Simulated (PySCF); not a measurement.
C2H7Al, SMILES [AlH]([CH3])[CH3] (connectivity only; charge and spin as stated), charge -1, multiplicity 2. Atoms are numbered in the order given.

```xyz
10

Al    -0.1608     0.6624     0.0000
C      0.0424    -0.4993    -1.6527
H     -0.0114     0.0750    -2.5951
H     -0.7263    -1.2917    -1.7122
H      1.0273    -1.0090    -1.6410
C      0.0424    -0.4993     1.6527
H     -0.0114     0.0750     2.5951
H      1.0273    -1.0090     1.6410
H     -0.7263    -1.2917     1.7122
H      1.0026     1.8328     0.0000
```
Charge -1, spin multiplicity 2.

Coordinates come from a ωB97X-D3(BJ)/def2-SVPD optimisation. The multiplicity is an assumed one; other spin states were not compared. The isomer is the one that the SMILES or the coordinates give; other isomers of the formula were not compared.

Computed with PySCF with PBE0/pcH-1.

Unrestricted Kohn–Sham, ⟨S²⟩ = 0.751. Hyperfine tensors hold the contact and dipolar terms, without spin-orbit corrections.

Computed hyperfine couplings:
```json
[
 {"nucleus": "27Al no. 1", "A(iso) (MHz)": "370.0", "A(iso) (G)": "132.0", "dipolar principal values (MHz)": "-47.7, -47.2, 94.9"},
 {"nucleus": "13C no. 2", "A(iso) (MHz)": "33.0", "A(iso) (G)": "11.8", "dipolar principal values (MHz)": "-2.3, -2.0, 4.3"},
 {"nucleus": "1H no. 3", "A(iso) (MHz)": "-0.1", "A(iso) (G)": "0.0", "dipolar principal values (MHz)": "-2.9, -1.7, 4.6"},
 {"nucleus": "1H no. 4", "A(iso) (MHz)": "1.9", "A(iso) (G)": "0.7", "dipolar principal values (MHz)": "-3.1, -1.8, 4.9"},
 {"nucleus": "1H no. 5", "A(iso) (MHz)": "31.5", "A(iso) (G)": "11.3", "dipolar principal values (MHz)": "-2.4, -0.4, 2.9"},
 {"nucleus": "13C no. 6", "A(iso) (MHz)": "33.0", "A(iso) (G)": "11.8", "dipolar principal values (MHz)": "-2.3, -2.0, 4.3"},
 {"nucleus": "1H no. 7", "A(iso) (MHz)": "-0.1", "A(iso) (G)": "0.0", "dipolar principal values (MHz)": "-2.9, -1.7, 4.6"},
 {"nucleus": "1H no. 8", "A(iso) (MHz)": "31.5", "A(iso) (G)": "11.3", "dipolar principal values (MHz)": "-2.4, -0.4, 2.9"},
 {"nucleus": "1H no. 9", "A(iso) (MHz)": "1.9", "A(iso) (G)": "0.7", "dipolar principal values (MHz)": "-3.1, -1.8, 4.9"},
 {"nucleus": "1H no. 10", "A(iso) (MHz)": "34.3", "A(iso) (G)": "12.2", "dipolar principal values (MHz)": "-4.9, -1.1, 6.0"}
]
```

Question: And the g tensor (effective nuclear charges for spin-orbit coupling, GIAO)? (The exact figures need the calculation; the answer reports its results.)

Answer: principal values 2.0022, 2.0025, 2.0027; isotropic 2.0025.
